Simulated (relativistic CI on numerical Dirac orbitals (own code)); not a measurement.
## The spin-orbit constant of La from its measured fine structure

Problem. The ground term 2D of La (5d 6s2) has the measured levels J = 3/2: 0.0, J = 5/2: 1053.2 cm⁻¹ (NIST Handbook of Basic Atomic Spectroscopic Data (Sansonetti and Martin, J. Phys. Chem. Ref. Data 34, 1559 (2005))). Test the interval rule and estimate ζ(5d).

Working.
1. In LS coupling E(J) − E(J − 1) = AJ. The intervals give A = 421.3 (J = 5/2) cm⁻¹.
2. A doublet has one interval, so the rule cannot be tested.
3. The whole width divided by the sum of the upper J values gives a mean A = 421.3 cm⁻¹.
4. For the Hund term of a shell that is less than half full, A = +ζ/2S with 2S = 1, so ζ = 421 cm⁻¹.

Check. The value calculated from Dirac-Coulomb-Breit radial functions of this configuration is ζ = 409 cm⁻¹, 3 % below the estimate from measurement. The same recipe applied to the calculated levels returns 365 cm⁻¹, which shows the bias of the recipe itself.
